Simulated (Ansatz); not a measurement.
The cluster Sn3Bi2 (the lowest singlet isomer of a short search) was relaxed with PBE-D4 (def2-SVP) in Ansatz in these states: neutral quintet, neutral singlet, neutral triplet. The geometries follow in no particular order.

In the def2 sets Bi, Sn take a core potential; there is no spin–orbit coupling.

A:

Cartesian coordinates in Å:
```
Bi -1.635 -0.804 -0.261
Bi -0.568 1.926 0.679
Sn 0.418 -0.513 2.047
Sn 1.415 -1.483 -0.534
Sn 0.371 0.874 -1.931
```

B:

Cartesian coordinates in Å:
```
Bi -0.6267 -1.7047 -0.2048
Bi -0.1354 1.0477 -1.4915
Sn -2.1325 0.7454 0.7802
Sn 0.6884 0.5934 1.5323
Sn 2.2062 -0.6818 -0.6161
```

C:

```tsv
atom	x (Å)	y (Å)	z (Å)
Bi1	-0.064	1.509	0.888
Bi2	-0.930	-1.333	0.655
Sn3	-2.189	0.794	-1.553
Sn4	0.946	-0.168	-1.469
Sn5	2.237	-0.803	1.478
```

Problem. Judge from the bond lengths which geometry belongs to which state (an estimate).

Solution. A is the neutral triplet (Bi2–Sn4 4.127 Å, Sn4–Sn5 2.932 Å, Sn3–Sn4 2.932 Å); B is the neutral singlet (Bi2–Sn4 3.167 Å, Sn4–Sn5 2.923 Å, Sn3–Sn4 2.923 Å); C is the neutral quintet (Bi2–Sn4 3.064 Å, Sn4–Sn5 3.280 Å, Sn3–Sn4 3.280 Å).
